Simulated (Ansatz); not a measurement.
Frontier orbitals of B2Cl4H2, SMILES `Cl[B@H-]1[Cl+][B@H-](Cl)[Cl+]1`.

Total charge 0; spin multiplicity 1. All single points use the PBE0-D4/def2-TZVP geometry. Basis def2-TZVPP, Ansatz.

Orbital energies of one run (eV). Highest occupied ones, from the top: -7.40, -7.67, -7.71, -8.05, -8.20, -9.04, -9.64, -9.93, -10.00, -11.24, -11.24, -11.60, -13.30, -13.89. Empty: -2.00, -1.23, 0.09, 0.56, 0.72, 1.05.

(1) Which functional gave them?
A. revPBE
B. ωB97M-V
C. PBE0
D. r2SCAN

Answers

(1) A. HOMO energies: revPBE -7.40, r2SCAN -7.80, ωB97M-V -11.04, PBE0 -8.81 eV.
